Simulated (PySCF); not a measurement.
**Stretching AsH⁺**

Set-up: As def2-TZVPPD, H def2-TZVPPD; no relativity (PySCF 2.14). Energies in eV from As⁺ + H in their ground configurations at the same level. State: ²Π (doublet), unpaired electrons π ↑.

All columns are M06-2X. A positive dipole points towards H; it is taken about the centre of mass and depends on that origin.

```csv
R (Å),E (eV),μ (D),Mulliken charge on As (basis-dependent),HOMO (eV),LUMO (eV),Mayer bond order,⟨S²⟩
1.321,-2.519,0.94,0.74,-16.05,-11.30,0.67,0.75
1.382,-2.824,0.91,0.74,-16.02,-11.27,0.72,0.75
1.444,-2.997,0.89,0.75,-15.99,-11.25,0.75,0.75
1.490,-3.059,0.87,0.75,-15.98,-11.23,0.78,0.75
1.536,-3.075,0.86,0.76,-15.96,-11.21,0.80,0.75
1.582,-3.052,0.86,0.76,-15.95,-11.20,0.82,0.75
1.643,-2.975,0.85,0.76,-15.93,-11.18,0.84,0.75
1.720,-2.822,0.86,0.77,-15.91,-11.16,0.86,0.75
1.812,-2.581,0.88,0.77,-15.89,-11.13,0.88,0.76
1.935,-2.204,0.94,0.78,-15.86,-11.09,0.90,0.76
```

A fit through these points gives, at Re = 1.530 Å, μ = 0.86 D and dμ/dR = -0.189 D/Å; the reduced mass is 0.9944 u.

Question: How strong is the fundamental in the double-harmonic approximation, I = 42.26·(dμ/dR)²/μred km/mol?

Answer: I = 42.26·(-0.189)²/0.9944 = 1.52 km/mol at M06-2X.

Spin–orbit coupling is left out. For an ion De counts to the pair picked by the measured ionisation energies or electron affinities, which need not be the lowest pair at this level. The state is the lowest determinant that a PBE0 search found; another state may lie lower at other levels.
